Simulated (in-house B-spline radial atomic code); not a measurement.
Configurations of Zr8+, with energies counted from [Ar] 3d10 4s2 4p2. Method: scalar-relativistic (X2C) TPSS, spin-polarised, spherical fractional occupations, Fermi nucleus of rms radius 4.2694 fm. Calculated with an all-electron radial atomic-structure program (B-spline basis). Shells without spins written out take the highest spin.

Occupations are held fixed; configurations that lie above the ionisation limit could autoionise.

| configuration | E - E(ref) (eV) | highest orbital | its <r> (bohr) |
| --- | --- | --- | --- |
| [Ar] 3d10 4s2 4p(1 up, 1 down) | 2.1033 | 4p up | 1.191 |
| [Ar] 3d10 4s2 4p(0 up, 1 down) 4d(1 up, 0 down) | 40.97 | 4d up | 1.369 |
| [Ar] 3d10 4s1 4p2 5f1 | 124.36 | 5f up | 3.063 |
| [Ar] 3d9 4s2 4p2 5d1 | 258.12 | 5d up | 2.579 |
| [Ne] 3s2 3p5 3d10 4s2 4p2 4d1 | 348.19 | 4d up | 1.315 |
| [Ne] 3s2 3p(2 up, 3 down) 3d10 4s2 4p(0 up, 2 down) 5s(0 up, 1 down) | 376.93 | 5s down | 2.094 |
| [Ne] 3s2 3p5 3d10 4s2 4p2 5d1 | 401.61 | 5d up | 2.581 |

(1) Order these further configurations by energy, lowest first.
A. [Ar] 3d10 4s2 4p(0 up, 1 down) 5f(1 up, 0 down)
B. [Ar] 3d10 4s2 4p1 4f1
C. [Ar] 3d10 4s1 4p2 4d1
D. [Ar] 3d10 4s2 4p1 5d1
E. [Ar] 3d10 4s1 4p2 5d1

(2) How far above the reference does [Ar] 3d9 4s2 4p3 lie?

(3) How far above the reference does [Ne] 3s2 3p(2 up, 3 down) 3d10 4s2 4p(2 up, 0 down) 5p(0 up, 1 down) lie?

(4) How far above the reference does [Ne] 3s2 3p5 3d10 4s2 4p2 5p1 lie?

Answers

(1) C (58.437 eV), B (75.365 eV), D (89.199 eV), A (104.01 eV), E (109.94 eV).

(2) 164.38 eV; its least bound orbital is 4p up with <r> = 1.161 bohr.

(3) 387.82 eV; its least bound orbital is 5p down with <r> = 2.269 bohr.

(4) 386.7 eV; its least bound orbital is 5p up with <r> = 2.254 bohr.
